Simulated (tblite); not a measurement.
A tight-binding relaxation on `C=C[C@H](Br)[SiH2][SiH2]O[SiH3]`.

Computed with GFN2-xTB geometry optimisation, gas phase (tblite 0.8.0). Start geometry: from a force field or distance geometry. The input is one job of a driver script: a line of settings, then coordinates in Å.

Command:
```bash
OMP_NUM_THREADS=1 python probes_run.py task.json out
```

Input:
```
{"job": {"kind": "relax", "xc": "GFN2-xTB", "basis": "xTB"}, "charge": 0, "multiplicity": 1}
C     -3.345400    -0.512400    -1.106500
C     -2.790300     0.517700    -0.477600
C     -1.655800     0.224400     0.455400
Br    -1.877900     1.167300     2.122500
Si    -0.003500     0.667400    -0.287700
Si     1.267200    -1.161200    -0.033900
O      2.690200    -1.019700    -0.993400
Si     3.613000     0.230600    -0.242800
H     -4.183100    -0.381300    -1.801100
H     -2.955500    -1.499000    -0.900300
H     -3.121600     1.535600    -0.605500
H     -1.699000    -0.872500     0.701200
H      0.568200     1.773200     0.487900
H     -0.106400     1.080800    -1.703100
H      1.724400    -1.139200     1.383800
H      0.467100    -2.336600    -0.341800
H      3.671200    -0.113000     1.203300
H      4.925900     0.374200    -0.823700
H      2.801500     1.473000    -0.320900
```

Output:
```
step      E/eV     max force
  0    -690.98969    2.748
  1    -691.20207    1.819
  2    -691.32634    0.952
  3    -691.38486    0.926
  4    -691.49349    0.648
  5    -691.57274    0.789
  6    -691.67708    0.809
  7    -691.75175    0.709
  8    -691.80698    0.492
  9    -691.85253    0.474
... (203 lines left out)
213    -692.32201    0.023
214    -692.32210    0.023
215    -692.32218    0.018
216    -692.32223    0.019
217    -692.32227    0.013
218    -692.32230    0.014
219    -692.32233    0.015
220    -692.32235    0.013
221    -692.32237    0.011
222    -692.32238    0.009
```

«max force» is the largest atomic force in eV/Å.

Problem. From which step on does the largest force stay under 0.1 eV/Å, and how much energy is left to gain from there?

Solution. From step 103 (0.099 eV/Å), 28.4 meV above the end.

Main results: energy lowered by 30.7 kcal/mol over 222 steps; largest atomic force 0.009 eV/Å at the end.

Problem. Where do the atoms end?

Solution. 1.096 Å rms from the input after alignment:
```
atom  x, y, z in Å
C1    -3.8372   -0.0947   -1.3860
C2    -3.1104    0.3661   -0.3824
C3    -1.9461   -0.3395    0.1804
Br4   -2.0853   -0.4159    2.1536
Si5   -0.2878    0.5766   -0.1817
Si6    1.4508   -0.6007    0.7676
O7     2.7344    0.0258   -0.0015
Si8    4.2846    0.1892   -0.4452
H9    -4.6490    0.4730   -1.8055
H10   -3.6423   -1.0572   -1.8304
H11   -3.3235    1.3322    0.0537
H12   -1.9257   -1.3813   -0.1388
H13   -0.5098    1.9284    0.3602
H14   -0.3014    0.7425   -1.6480
H15    1.6740   -0.4003    2.2024
H16    1.4492   -2.0505    0.5171
H17    5.1246    0.0388    0.7395
H18    4.5548   -0.8567   -1.4284
H19    4.3362    1.5333   -1.0106
```

Problem. Estimate the wall time. Hardware: Arm Neoverse N1, one thread, no GPU (shared host).

Solution. About 4.3 s.
Labels such as C1 count atoms from 1, the log's own numbers from 0.
